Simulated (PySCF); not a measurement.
(Z)-1,2-dibromo-1,2-difluoroethene (C₂Br₂F₂), SMILES F/C(Br)=C(\F)Br.

Geometry optimised at B3LYP-D3(BJ)/def2-SVP.

Method: PBE/def2-TZVP in PySCF.

Isolated molecule, no solvent.

- total energy = -5423.23052 hartree
- point group = C2v
- highest occupied level = -6.07 eV
- lowest empty level = -1.82 eV
- orbital gap = 4.26 eV
- dipole moment = 0.90 D
- quadrupole, principal values (traceless, Buckingham form, about the centre of nuclear charge) = -0.56, -0.25, 0.80 D·Å
- mean static polarisability = 64.9 bohr³ (9.61 Å³)
- polarisability, principal values = 42.0, 67.5, 85.1 bohr³
